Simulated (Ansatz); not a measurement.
One change: `[F][Sn]([F])([Cl])[Br]` becomes `[F][Sn]([F])([SiH3])[Cl]`.

Ansatz, PBE0-D4/def2-TZVP geometries, multiplicity 1. 

Elements past krypton have def2 core potentials. Scalar relativity is left out up to krypton.

| property | `[F][Sn]([F])([Cl])[Br]` |
| --- | --- |
| HOMO–LUMO gap (PBE/def2-TZVPP) / eV | 4.07 |
| size of the dipole moment (PBE/def2-TZVPP) / D | 1.76 |
| HOMO energy (B3LYP/def2-TZVPP) / eV | -9.38 |
| LUMO energy (PBE0/def2-TZVPP) / eV | -3.33 |
| HOMO–LUMO gap (PBE0/def2-TZVPP) / eV | 6.34 |
| HOMO–LUMO gap (ωB97M-V/def2-TZVPP) / eV | 10.64 |

Task: What does the change do to each property? (Estimate.)

Result: Computed: 
| property | `[F][Sn]([F])([SiH3])[Cl]` | shift |
| --- | --- | --- |
| HOMO–LUMO gap (PBE/def2-TZVPP) / eV | 4.93 | 0.86 |
| size of the dipole moment (PBE/def2-TZVPP) / D | 4.72 | 2.96 |
| HOMO energy (B3LYP/def2-TZVPP) / eV | -8.91 | 0.47 |
| LUMO energy (PBE0/def2-TZVPP) / eV | -2.02 | 1.31 |
| HOMO–LUMO gap (PBE0/def2-TZVPP) / eV | 7.14 | 0.80 |
| HOMO–LUMO gap (ωB97M-V/def2-TZVPP) / eV | 11.12 | 0.48 |

With PBE0 the HOMO rises by 0.51 eV and the LUMO rises by 1.31 eV, so the gap widens by about 0.80 eV. PBE moves the HOMO by 0.45 eV and ωB97M-V by 0.69 eV. The zero-point energy changes by 62.5 kJ/mol with +9 modes. Dipoles are sizes alone; their direction can turn.

B3LYP here is the variant with VWN-RPA as its local correlation; programs differ in this.

Spin–orbit coupling is left out; it splits and shifts lone-pair levels of the heavy atoms by tenths of an eV.
